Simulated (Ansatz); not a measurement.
In(H2O)F3 (InOF₃H₂). The state is a singlet with charge 0. Geometry PBE0-D4/def2-SVP, basis def2-TZVP, Ansatz.

```
atom   x (Å)   y (Å)   z (Å)
 In1   0.139   0.733   0.653
  O2   0.272  -0.908  -0.917
  H3  -0.391  -0.615  -1.562
  H4  -0.128  -1.658  -0.447
  F5   1.820   1.611   1.060
  F6  -0.561  -0.697   1.795
  F7  -1.152   1.534  -0.584
```

| run | HOMO (eV) | LUMO (eV) |
| --- | --- | --- |
| A | -8.55 | -3.44 |
| B | -9.00 | -3.18 |
| C | -8.44 | -3.28 |
| D | -13.37 | -0.10 |
| E | -12.50 | -1.66 |
| F | -9.10 | -3.31 |

In the def2 sets In takes a core potential; there is no spin–orbit coupling. LC-ωPBE has ω = 0.4 bohr⁻¹.

Problem. The runs used B97M-V, BHLYP, LC-ωPBE, PBE, r2SCAN, revPBE. Estimate which is which.

Solution. A PBE (0 % exact exchange); B r2SCAN (0 % exact exchange); C revPBE (0 % exact exchange); D LC-ωPBE (range-separated); E BHLYP (50 % exact exchange); F B97M-V (0 % exact exchange). Exact exchange lowers occupied and raises empty levels; among semilocal functionals meta-GGAs tend to open the gap a little, and such runs are hard to tell apart. The gap grows from 5.11 eV (PBE) to 13.27 eV (LC-ωPBE).
